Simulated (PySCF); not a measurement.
C5H12O2Si.
SMILES: `CC(C)CC(=O)O[SiH3]`

Torsions of this conformer, `[CH3:1][CH:2]([CH3:3])[CH2:4][C:5](=[O:6])[O:7][SiH3:8]`: C1–C2–C4–C5 168°, C2–C4–C5–O6 -15°, C4–C5–O7–Si8 178°.

The closed-shell ground state was solved at several levels (PySCF, density fitting, gas phase, non-relativistic). The structure is a single PBE0-D3(BJ)/def2-SVP conformer in the gas phase; no vibrational or solvent corrections.

| level | basis functions | total energy (Eh) | HOMO (eV) | LUMO (eV) | gap (eV) | dipole (D) |
| --- | --- | --- | --- | --- | --- | --- |
| CAM-B3LYP/pcSseg-1 | 203 | -637.5525 | -9.68 | 1.20 | 10.88 | 1.38 |
| CAM-B3LYP/def2-SVPD | 266 | -637.2674 | -9.75 | 0.90 | 10.65 | 1.45 |

**Question.** What might PBE0/pcSseg-1 (203 basis functions) give for the same quantities?

**Answer.** Total energy -637.1791 Eh, HOMO -8.23 eV, LUMO 0.00 eV, gap 8.23 eV, dipole 1.38 D.

**Question.** Over all these levels, which gives the widest orbital gap and which the narrowest?

**Answer.** CAM-B3LYP/pcSseg-1 (range-separated hybrid) has the widest, 10.88 eV, and PBE0/pcSseg-1 (global hybrid, 25 % exact exchange) the narrowest, 8.23 eV. The two share the basis. From the narrowest to the widest the HOMO moves by -1.45 eV and the LUMO by +1.20 eV.

**Question.** How far do the dipole and the HOMO energy spread over the levels?

**Answer.** The dipole runs from 1.38 to 1.45 D (mean 1.40 D) and the HOMO from -9.75 to -8.23 eV.
